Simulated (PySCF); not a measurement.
Sn: ionisation energy

Sn [Kr] 4d10 5s2 5p2 (3P) → Sn+ [Kr] 4d10 5s2 5p1 (2P), as a difference of total energies. All numbers are calculated (PySCF 2.14, a scalar-relativistic core potential, in def2-SVP with the def2 core potential (28 electrons) (4s4p2d, 26 functions)). Correlated levels: valence: 4s2 4p6 4d10 frozen. The calculations carry no spin-orbit coupling.

```csv
method,ionisation energy (eV),error (eV)
UHF,6.853,-0.536
BP86,7.381,-0.008
M06-L,6.982,-0.407
MP2 (valence),7.058,-0.331
SCS-MP2 (valence),7.005,-0.384
CCSD (valence),7.079,-0.310
CCSD(T) (valence),7.085,-0.304
```

Reference: 7.389 eV (measured; NIST levels, between the centres of gravity of the two terms).

Errors of the correlated levels include the incompleteness of this basis and the frozen core.
